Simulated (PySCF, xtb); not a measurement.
C2H6O6Si2, SMILES O[Si](O)(O)C#C[Si](O)(O)O.

GFN2-xTB in xtb at its own geometry gives an orbital gap of 5.40 eV and a dipole moment of 0.02 D.

Geometry optimised at PBE0-D3(BJ)/def2-SVP. This is a generated structure with no PubChem entry under its InChIKey; it may be hypothetical. Other conformers were not sampled.

Problem. What does HF/def2-SVP in PySCF give? (Estimate from the structure and the level; the computed values follow.)

Solution. gap 14.35 eV (levels -11.31 and 3.04 eV), dipole 0.04 D.
